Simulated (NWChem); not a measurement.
System: HSeI; SMILES [SeH]I

The following NWChem deck was run.

```
start job
memory heap 200 mb stack 900 mb global 1100 mb
geometry units angstroms noautoz
  Se     0.035232    -1.507733     0.000000
  H     -1.433684    -1.627765     0.000000
  I      0.015658     1.020107     0.000000
end
basis spherical
  * library def2-svpd
end
ecp
  I library def2-ecp
end
dft
  xc xpbe96 cpbe96
  iterations 150
end
tddft
  cis
  nroots 6
  notriplet
end
task tddft energy
```

All runs use the structure optimised with PBE0/def2-SVP. Not confirmed as a minimum by frequencies. def2 effective core potentials on I; no spin-orbit coupling.

Vertical excitations in the gas phase.

### Question
What results follow from this input? (PBE/def2-SVPD with def2 effective core potentials on I, TDA.) Quantities: lowest excitation, singlet (eV); oscillator strength of that lowest state; orbital gap (eV).

### Answer
```yaml
lowest excitation, singlet (eV): 2.23
oscillator_strength_of_that_lowest_state: 0.002
orbital gap (eV): 1.88
```
